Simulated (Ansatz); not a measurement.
Start from `N[SiH2]OP` and change one atom or group to get `[SiH3]OP`.

Ansatz, PBE0-D4/def2-TZVP geometries, multiplicity 1. Each molecule was computed in one conformer, which needn't be the lowest.

| property | `N[SiH2]OP` |
| --- | --- |
| HOMO energy (PBE/def2-TZVPP) / eV | -5.82 |
| ideal-gas entropy at 298 K and 1 bar (rigid rotor, harmonic PBE0-D4/def2-TZVP) / J/(mol·K) | 349 |
| HOMO–LUMO gap (ωB97M-V/def2-TZVPP) / eV | 11.02 |
| HOMO–LUMO gap (PBE/def2-TZVPP) / eV | 4.80 |
| LUMO energy (PBE/def2-TZVPP) / eV | -1.03 |
| HOMO–LUMO gap (PBE0/def2-TZVPP) / eV | 6.96 |

Problem. Give the same properties after the change, and the shifts. (An estimate is asked.)

Solution. Ansatz gave: 
| property | `[SiH3]OP` | shift |
| --- | --- | --- |
| HOMO energy (PBE/def2-TZVPP) / eV | -6.04 | -0.22 |
| ideal-gas entropy at 298 K and 1 bar (rigid rotor, harmonic PBE0-D4/def2-TZVP) / J/(mol·K) | 325 | -24 |
| HOMO–LUMO gap (ωB97M-V/def2-TZVPP) / eV | 10.75 | -0.27 |
| HOMO–LUMO gap (PBE/def2-TZVPP) / eV | 4.52 | -0.28 |
| LUMO energy (PBE/def2-TZVPP) / eV | -1.51 | -0.48 |
| HOMO–LUMO gap (PBE0/def2-TZVPP) / eV | 6.68 | -0.28 |

With PBE0 the HOMO falls by 0.20 eV and the LUMO falls by 0.49 eV, so the gap narrows by about 0.29 eV. PBE moves the HOMO by -0.22 eV and ωB97M-V by -0.20 eV. The zero-point energy changes by -49.6 kJ/mol with -6 modes. Modes under 60 cm⁻¹, often nearly free rotors, make the harmonic entropy too high.
